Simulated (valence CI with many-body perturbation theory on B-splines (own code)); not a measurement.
**Energy levels of Pr45+**

Calculated by relativistic CI+MBPT: four valence electrons over a frozen Dirac-Fock core [Ne], a basis of 11 s, 11 p, 10 d, 8 f, 5 g, 2 h functions for each j, with the one-electron correlation potential Σ1, the two-electron term Σ2, the three-electron term Σ3, Breit, model QED; selected CI, second order for the rest, scaled by the run's own slope (own B-spline code, finite nucleus).

The last digits are not significant, and no measured levels were compared; by estimate large intervals hold to a few tenths of a per cent, small ones and those within an open d or f shell to about a per cent. Among the levels kept, up to 550 cm⁻¹ of a level comes from second order outside the variational space, and about a tenth of that is noise between levels of different J, which matters for small intervals.

Levels 1 to 45 of 172, with energies above the lowest level, (3s^2 3p1/2^2) J=0. "Leading %" is the weight of the configuration and term that name the level; weights of strongly mixed levels are sums over their largest components and can fall short, so below about 35 % the name and the second component can differ from the true leading terms, or belong to a minority configuration. In the jj column 3d3/2^4 stands for four electrons in 3d with j = 3/2. Lifetimes count E1, E2, E3, M1 and M2 decay at the calculated energies, and are blank where another channel may lead or the interval is too uncertain; long ones can be off by a factor of two.

| No. | Configuration | Term | J | E (eV) | Leading % | Second component | g | Lifetime | Leading jj |
| --- | --- | --- | --- | --- | --- | --- | --- | --- | --- |
| 1 | 3s2 3p2 | 3P | 0 | 0.00 | 71 | 28 % 3s2 3p2 1S |  |  | 3s^2 3p1/2^2 (99 %) |
| 2 | 3s2 3p2 | 3P | 1 | 114.65 | 99 |  | 1.494 | 99.4 ns | 3s^2 3p1/2 3p3/2 (99 %) |
| 3 | 3s2 3p2 | 1D | 2 | 121.82 | 62 | 37 % 3s2 3p2 3P | 1.180 | 15.9 μs | 3s^2 3p1/2 3p3/2 (99 %) |
| 4 | 3s 3p3 | 3P° | 2 | 232.00 | 42 | 34 % 3s 3p3 5S° | 1.582 | 81.2 ps | 3s 3p1/2^2 3p3/2 (94 %) |
| 5 | 3s2 3p2 | 3P | 2 | 241.68 | 61 | 37 % 3s2 3p2 1D | 1.304 | 56.6 ns | 3s^2 3p3/2^2 (98 %) |
| 6 | 3s 3p3 | 3D° | 1 | 254.00 | 37 | 20 % 3s 3p3 1P° | 1.000 | 5.77 ps | 3s 3p1/2^2 3p3/2 (83 %) |
| 7 | 3s2 3p2 | 1S | 0 | 257.20 | 70 | 28 % 3s2 3p2 3P |  | 42.7 ns | 3s^2 3p3/2^2 (98 %) |
| 8 | 3s2 3p 3d | 3F° | 2 | 279.66 | 73 | 20 % 3s2 3p 3d 1D° | 0.762 | 290 ps | 3s^2 3p1/2 3d3/2 (98 %) |
| 9 | 3s2 3p 3d | 3D° | 1 | 310.27 | 48 | 22 % 3s2 3p 3d 1P° | 0.884 | 1.04 ps | 3s^2 3p1/2 3d3/2 (84 %) |
| 10 | 3s2 3p 3d | 3P° | 2 | 316.77 | 33 | 29 % 3s2 3p 3d 3D° | 1.367 | 17.2 ps | 3s^2 3p1/2 3d5/2 (77 %) |
| 11 | 3s2 3p 3d | 3F° | 3 | 319.51 | 51 | 23 % 3s2 3p 3d 3D° | 1.136 | 20.1 ps | 3s^2 3p1/2 3d5/2 (90 %) |
| 12 | 3s 3p3 | 3D° | 2 | 348.21 | 47 | 28 % 3s 3p3 5S° | 1.418 | 4.76 ps | 3s 3p1/2 3p3/2^2 (75 %) |
| 13 | 3s 3p3 | 3D° | 3 | 357.71 | 85 | 12 % 3s2 3p 3d 3F° | 1.291 | 10.0 ps | 3s 3p1/2 3p3/2^2 (85 %) |
| 14 | 3s 3p3 | 3P° | 0 | 365.98 | 88 | 10 % 3s2 3p 3d 3P° |  | 7.36 ps | 3s 3p1/2 3p3/2^2 (88 %) |
| 15 | 3s 3p3 | 3P° | 1 | 375.50 | 40 | 22 % 3s 3p3 3D° | 1.262 | 4.28 ps | 3s 3p1/2 3p3/2^2 (83 %) |
| 16 | 3s 3p3 | 1D° | 2 | 377.97 | 56 | 11 % 3s2 3p 3d 3D° | 1.096 | 2.92 ps | 3s 3p1/2 3p3/2^2 (72 %) |
| 17 | 3s 3p3 | 3S° | 1 | 385.75 | 37 | 21 % 3s 3p3 1P° | 1.373 | 1.44 ps | 3s 3p1/2 3p3/2^2 (93 %) |
| 18 | 3s 3p2 3d | 5F | 1 | 399.61 | 48 | 31 % 3s 3p2 3d 3D | 0.391 | 38.4 ps | 3s 3p1/2^2 3d3/2 (95 %) |
| 19 | 3s 3p2 3d | 3D | 2 | 404.42 | 27 | 26 % 3s 3p2 3d 5F | 1.167 | 39.6 ps | 3s 3p1/2^2 3d3/2 (91 %) |
| 20 | 3s2 3p 3d | 3F° | 3 | 423.10 | 36 | 33 % 3s2 3p 3d 1F° | 1.123 | 1.80 ps | 3s^2 3p3/2 3d3/2 (87 %) |
| 21 | 3s2 3p 3d | 3D° | 2 | 423.48 | 42 | 18 % 3s2 3p 3d 1D° | 1.060 | 1.02 ps | 3s^2 3p3/2 3d3/2 (75 %) |
| 22 | 3s2 3p 3d | 3P° | 1 | 424.25 | 49 | 32 % 3s2 3p 3d 3D° | 1.137 | 1.26 ps | 3s^2 3p3/2 3d3/2 (85 %) |
| 23 | 3s2 3p 3d | 3P° | 0 | 425.53 | 88 | 10 % 3s 3p3 3P° |  | 1.45 ps | 3s^2 3p3/2 3d3/2 (88 %) |
| 24 | 3s2 3p 3d | 3F° | 4 | 431.93 | 99 |  | 1.243 | 120 ns | 3s^2 3p3/2 3d5/2 (99 %) |
| 25 | 3s2 3p 3d | 3P° | 2 | 435.18 | 42 | 34 % 3s2 3p 3d 1D° | 1.279 | 33.8 ps | 3s^2 3p3/2 3d5/2 (86 %) |
| 26 | 3s 3p2 3d | 3D | 3 | 436.65 | 27 | 25 % 3s 3p2 3d 5D | 1.368 | 11.7 ps | 3s 3p1/2^2 3d5/2 (92 %) |
| 27 | 3s 3p2 3d | 3F | 2 | 446.66 | 27 | 20 % 3s 3p2 3d 1D | 1.035 | 10.8 ps | 3s 3p1/2^2 3d5/2 (85 %) |
| 28 | 3s2 3p 3d | 3D° | 3 | 458.98 | 49 | 46 % 3s2 3p 3d 1F° | 1.169 | 3.17 ps | 3s^2 3p3/2 3d5/2 (89 %) |
| 29 | 3s2 3p 3d | 1P° | 1 | 464.59 | 63 | 22 % 3s2 3p 3d 3P° | 1.100 | 4.73 ps | 3s^2 3p3/2 3d5/2 (92 %) |
| 30 | 3p4 | 3P | 2 | 493.30 | 29 | 13 % 3p4 1D | 1.169 | 6.29 ps | 3s 3p1/2 3p3/2 3d3/2 (47 %) |
| 31 | 3s 3p3 | 3P° | 2 | 496.17 | 45 | 19 % 3s 3p3 1D° | 1.376 | 1.89 ps | 3s 3p3/2^3 (86 %) |
| 32 | 3s 3p2 3d | 5D | 0 | 499.82 | 66 | 11 % 3s 3p2 3d 3P |  | 26.1 ps | 3s 3p1/2 3p3/2 3d3/2 (84 %) |
| 33 | 3s 3p2 3d | 5D | 1 | 502.28 | 56 | 20 % 3s 3p2 3d 5F | 1.189 | 53.1 ps | 3s 3p1/2 3p3/2 3d3/2 (98 %) |
| 34 | 3s 3p2 3d | 5F | 3 | 505.76 | 47 | 34 % 3s 3p2 3d 3F | 1.163 | 44.6 ps | 3s 3p1/2 3p3/2 3d3/2 (92 %) |
| 35 | 3s 3p2 3d | 5F | 2 | 506.40 | 31 | 17 % 3p4 3P | 1.178 | 4.52 ps | 3s 3p1/2 3p3/2 3d3/2 (61 %) |
| 36 | 3p4 | 1S | 0 | 511.12 | 37 | 24 % 3p4 3P |  | 3.54 ps | 3p1/2^2 3p3/2^2 (61 %) |
| 37 | 3s 3p2 3d | 5F | 4 | 516.91 | 34 | 27 % 3s 3p2 3d 3F | 1.208 | 111 ps | 3s 3p1/2 3p3/2 3d3/2 (84 %) |
| 38 | 3s 3p3 | 1P° | 1 | 518.54 | 41 | 24 % 3s 3p3 3S° | 1.192 | 994 fs | 3s 3p3/2^3 (92 %) |
| 39 | 3s 3p2 3d | 5D | 4 | 527.75 | 50 | 30 % 3s 3p2 3d 5F | 1.394 | 546 ps | 3s 3p1/2 3p3/2 3d5/2 (97 %) |
| 40 | 3s 3p2 3d | 3F | 2 | 527.98 | 63 | 8 % 3s 3p2 3d 5P | 0.896 | 3.76 ps | 3s 3p1/2 3p3/2 3d3/2 (77 %) |
| 41 | 3s 3p2 3d | 5P | 3 | 530.82 | 37 | 21 % 3s 3p2 3d 3D | 1.388 | 2.20 ps | 3s 3p1/2 3p3/2 3d3/2 (69 %) |
| 42 | 3s 3p2 3d | 5P | 2 | 535.57 | 34 | 21 % 3s 3p2 3d 3D | 1.484 | 1.56 ps | 3s 3p1/2 3p3/2 3d3/2 (82 %) |
| 43 | 3s 3p2 3d | 5P | 1 | 536.07 | 39 | 22 % 3s 3p2 3d 3P | 1.842 | 1.71 ps | 3s 3p1/2 3p3/2 3d3/2 (93 %) |
| 44 | 3s 3p2 3d | 3G | 3 | 540.92 | 53 | 25 % 3s 3p2 3d 1F | 0.897 | 2.42 ps | 3s 3p1/2 3p3/2 3d3/2 (96 %) |
| 45 | 3s 3p2 3d | 1P | 1 | 541.64 | 28 | 22 % 3s 3p2 3d 3D | 0.963 | 1.90 ps | 3s 3p1/2 3p3/2 3d3/2 (69 %) |

The ionisation energy to 3s2 3p 2P°_1/2 of the next ion comes out as 3730.8 eV (NIST: 3729 ± 4 eV (theoretical)). All 172 levels together are meant to be complete up to 846.82 eV.
